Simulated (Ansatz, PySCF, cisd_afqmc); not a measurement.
System: Ga₂, charge 0, triplet. Ga2 (SMILES [Ga][Ga], triplet).
B3LYP-D3(BJ)/def2-TZVP minimum from Ansatz (a quantum-chemistry and plane-wave program):
```
Ga
Ga 1 2.7391
```
Charge 0, spin multiplicity 3.

Atomisation energy term by term, kcal/mol (programs: Ansatz, cisd_afqmc). Open shells are spin-unrestricted; no spin-orbit coupling. Cores are frozen in correlated methods (noble-gas shells, and filled d and f shells in the p block). No relativity. The Monte Carlo rows (phaseless AFQMC, CISD trial, step 0.005/hartree) carry one-sigma bars that omit the constraint's bias. Outlying blocks are dropped, and bars are widened where a walk drifts. Over all cases where full CI ran beside it in this data, AFQMC minus full CI had a median of +0.1 mEh and passed +0.4 mEh in a tenth of the cases. CBS(X,Y): correlation extrapolated as X^-3, Hartree-Fock from the larger set (Q,5: extrapolated as (X+1)exp(-9√X)). A bracket is a step between two methods taken in the basis named. Where a partner has so few electrons that a lower coupled-cluster level is exact, that level stands in. The UHF reference of Ga2 ([Ga][Ga], triplet) is spin-contaminated (<S^2> up to 0.03 over the pure value in the sets run).

```json
[
 {"term": "Hartree-Fock", "basis": "CBS(cc-pVQZ,cc-pV5Z)", "kcal/mol": "16.98"},
 {"term": "CCSD correlation", "basis": "CBS(cc-pVQZ,cc-pV5Z)", "kcal/mol": "11.00"},
 {"term": "(T)", "basis": "CBS(cc-pVQZ,cc-pV5Z)", "kcal/mol": "2.41"},
 {"term": "CCSDT(Q) - CCSD(T)", "basis": "cc-pV5Z", "kcal/mol": "0.55"},
 {"term": "CCSDTQ - CCSDT(Q)", "basis": "cc-pVTZ", "kcal/mol": "0.02"},
 {"term": "minus zero-point energy", "basis": "Hessian by PySCF at B3LYP-D3(BJ)/def2-TZVP", "kcal/mol": "-0.22"},
 {"term": "sum: D0", "basis": "", "kcal/mol": "30.7"}
]
```

The step beyond CCSD(T) by other levels: CCSDTQ in cc-pVDZ 0.60; AFQMC/CISD in cc-pVDZ 0.08 ± 0.09; CCSDT(Q) in cc-pVDZ 0.58; CCSDTQ in cc-pVTZ 0.61; CCSDT(Q) in cc-pVTZ 0.59; CCSDT(Q) in cc-pVQZ 0.57 kcal/mol.
